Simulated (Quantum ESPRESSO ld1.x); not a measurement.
The nuclear charge of the scandium ion Sc+ is varied continuously with 20 electrons held in [Ar] 3d1 4s1. All-electron calculation, scalar-relativistic Kohn-Sham, LDA (Slater exchange, VWN5 correlation), spin-unpolarised, spherical densities, point nucleus. Program: ld1.x of Quantum ESPRESSO 7.5. By the Hellmann-Feynman theorem dE/dZ = E(electron-nucleus)/Z, the electronic potential at the nucleus. The scalar-relativistic energy here is not variational (the density holds large components alone), so the two differ by a part that grows with Z.

[
 {"Z": "20", "E (hartree)": "-678.6163", "E(electron-nucleus)/Z (hartree)": "-80.7493", "HOMO": "3d", "e(HOMO) (eV)": "-0.855", "<r> HOMO (bohr)": "3.282"},
 {"Z": "20.5", "E (hartree)": "-719.6792", "E(electron-nucleus)/Z (hartree)": "-83.4147", "HOMO": "3d", "e(HOMO) (eV)": "-4.641", "<r> HOMO (bohr)": "2.119"},
 {"Z": "21", "E (hartree)": "-762.0679", "E(electron-nucleus)/Z (hartree)": "-86.0501", "HOMO": "4s", "e(HOMO) (eV)": "-9.952", "<r> HOMO (bohr)": "3.334"},
 {"Z": "21.5", "E (hartree)": "-805.7729", "E(electron-nucleus)/Z (hartree)": "-88.6739", "HOMO": "4s", "e(HOMO) (eV)": "-14.320", "<r> HOMO (bohr)": "3.029"},
 {"Z": "22", "E (hartree)": "-850.7906", "E(electron-nucleus)/Z (hartree)": "-91.2927", "HOMO": "4s", "e(HOMO) (eV)": "-19.258", "<r> HOMO (bohr)": "2.786"}
]

The central difference of E at Z = 21 is -86.094 hartree, to compare with the third column; the second derivative is -5.27 hartree.
